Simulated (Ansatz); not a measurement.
C3H9ClFNSn, SMILES `CC[N](C)[SnH]([F])[Cl]` at its PBE0-D4/def2-TZVP geometry, where that method's forces vanish. Total charge 0; spin multiplicity 1. Sn: def2 effective core potential.

```xyz
16

C    -0.0352   -0.6127   -1.9035
C    -0.2518   -1.0639   -0.4760
N    -0.4505    0.0428    0.4378
C    -0.6513   -0.3874    1.8081
Sn    0.6156    1.7125    0.1669
F     0.2440    2.6941    1.7686
Cl    2.9114    1.3165    0.2325
H     0.9090   -0.0651   -2.0181
H    -0.8548    0.0246   -2.2452
H     0.0271   -1.4724   -2.5725
H    -1.1479   -1.6983   -0.4279
H     0.5917   -1.6989   -0.1595
H    -0.7720    0.4725    2.4681
H     0.1766   -1.0028    2.1898
H    -1.5670   -0.9877    1.8685
H     0.2551    2.7262   -1.1375
```

(1) What forces (eV/Å) does PBE-D4/def2-TZVPP give on these atoms in the Gaussian-basis code of Ansatz? (An estimate is asked.)

Results:

(1) Computed: 
```
C1   0.005 -0.005 -0.039
C2   0.051 -0.026 -0.090
N3  -0.344 -0.092 -0.009
C4   0.012  0.005  0.102
Sn5  0.088  0.054 -0.443
F6  -0.140  0.330  0.533
Cl7  0.427 -0.068  0.011
H8   0.171  0.102 -0.024
H9  -0.155  0.123 -0.077
H10  0.011 -0.167 -0.142
H11 -0.190 -0.140  0.024
H12  0.175 -0.157  0.069
H13 -0.024  0.171  0.139
H14  0.166 -0.141  0.101
H15 -0.190 -0.129  0.015
H16 -0.063  0.140 -0.168
```
